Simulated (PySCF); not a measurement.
Y (SMILES [Y]), doublet (typed; the unrestricted solution is spin-contaminated) (core potentials on Y). Base run: HF/def2-SV(P) (PySCF).

PySCF was given this input:
```python
from pyscf import gto, scf

mol = gto.M(
    atom='''
Y     0.000000    0.000000    0.000000
''',
    basis='def2-sv(p)',
    ecp={'Y': 'def2-sv(p)'},
    charge=0,
    spin=1,
    verbose=4,
)

mf = scf.UHF(mol)
mf.kernel()
```

Variants of this job, named by their change:

```tsv
change	ΔE vs base (mEh)	SCF cycles	<S^2>	outcome
base	0.000	16	0.850	converged
init_guess = huckel	44.425	13	1.254	another SCF solution
diis = off (with mf.max_cycle = 100)	-	100	-	not converged
init_guess = 1e	0.000	21	0.850	converged
diis = off; damp = 0.3 (with mf.diis_start_cycle = 200; with mf.max_cycle = 150)	-	150	-	not converged
init_guess = sap	0.000	15	0.850	converged
conv_tol = 1e-4	0.017	8	0.847	converged
conv_tol_grad = 1e-3	0.000	16	0.850	converged
conv_tol_grad = 1e-7	0.000	19	0.850	converged
diis_space = 12	0.000	16	0.850	converged
conv_tol = 1e-12	0.000	20	0.850	converged
init_guess = mod_huckel	44.425	13	1.254	another SCF solution
conv_tol = 1e-6	0.000	14	0.850	converged
```

A guess, shift, damping, solver or small numerical setting can't move a converged solution much, so rows marked as another SCF solution ended in a different state.

Open shells are given as the SCF converged; they aren't shown to be the lowest states, and a large step between rows can be another state.
